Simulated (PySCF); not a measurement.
# C₂H₃NO, SMILES `COC#N` (charge 0, multiplicity 1)

All values below come from PBE-D3(BJ)/def2-TZVP (PySCF).

| Property | Result |
|---|---|
| HOMO | -7.08 eV |
| dipole moment | 4.56 D |
| LUMO | -0.66 eV |
| HOMO–LUMO gap | 6.42 eV |
| S1 excitation (TDA) | 6.61 eV |
| S1 oscillator strength | 0.011 |
| T1 excitation (TDA) | 6.17 eV |
| S1–T1 gap (TDA) | 0.44 eV |
| total energy | -5654.23 eV |
| cost | about 40 core-seconds (a rough figure) |

Bond lengths (Å): C1–O2 1.463, C1–H5 1.097, C1–H6 1.097, C1–H7 1.094, O2–C3 1.293, C3–N4 1.170. Angles (°): O2–C1–H5 109.6, O2–C1–H6 109.6, O2–C1–H7 105.1, H5–C1–H6 110.8, H5–C1–H7 110.8, H6–C1–H7 110.8, C1–O2–C3 114.6, O2–C3–N4 177.4.
